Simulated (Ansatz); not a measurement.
Input file for Ansatz (a program for electronic structure): R-r2SCAN/def2-TZVPP on BBrH2 (SMILES BBr), atoms moved off the minimum.

Ansatz 0.2 input:
```yaml
crystal:
  periodic: [false, false, false]
  atoms:
    - {symbol: B, position_ang: [-0.68334425, -1.26103275, 0.12252457]}
    - {symbol: H, position_ang: [-0.46748852, -2.23249371, 0.93819156]}
    - {symbol: H, position_ang: [-1.81597917, -1.38705500, -0.49792118]}
    - {symbol: Br, position_ang: [0.11992016, 0.27212795, -0.04510402]}
basis:
  gaussian:
    orbitals: def2-TZVPP
hamiltonian:
  xc: {name: r2SCAN}
scf: {lower_state_search: off}
output: {forces: true}
```

Program output:

```
WARN ansatz: RAYON_NUM_THREADS=1 ignored (pool sized by the plan → 1); use --threads N
Functional definition: r2SCAN
these checks for a lower state are left out or cut short: stability, starts, cluster_reference, orbital_swaps, neighbouring_geometries, increment
integrals: 0.03 GiB planned
663 factors; their error is unknown
mean field: 0.26 GiB planned
mean field evaluation 1: about -70751.6089 eV, gradient 2.9e1 eV
mean field evaluation 2: about -70749.3041 eV, gradient 4.0e1 eV
mean field evaluation 4: about -70754.1227 eV, gradient 9.2e-1 eV
mean field evaluation 8: about -70754.0925 eV, gradient 3.6e-1 eV
mean field evaluation 16: about -70754.0926 eV, gradient 2.3e-4 eV
mean field -70754.09262830 eV, -2600.1649452436 hartree, gradient 6.3e-6 eV, S^2 0.000000; 0 other end points of the search recorded, 0 dependent functions left out
the calculation of the forces begins
reference -70754.09263787 eV, -2600.1649455952 hartree; 21, 21 occupied and 86, 86 virtual orbitals, 663 factors
Total energy: -70754.09263787 eV, -2600.1649455952 hartree
Atom 0 at    -0.683344    -1.261033     0.122525 Å, force    -4.276686    -4.933303     0.742341 eV/Å
Atom 1 at    -0.467489    -2.232494     0.938192 Å, force     0.311018     1.508169    -1.132923 eV/Å
Atom 2 at    -1.815979    -1.387055    -0.497921 Å, force     1.711746     0.071837     0.648470 eV/Å
Atom 3 at     0.119920     0.272128    -0.045104 Å, force     2.253922     3.353297    -0.257888 eV/Å
Dipole moment:     0.065714     0.063217    -0.011764 e Å
Checks for a lower state left out: stability, starts, cluster_reference, orbital_swaps, neighbouring_geometries, increment
```

Self-consistency was reached.

Cost: about 2.0 core-seconds (a rough figure).
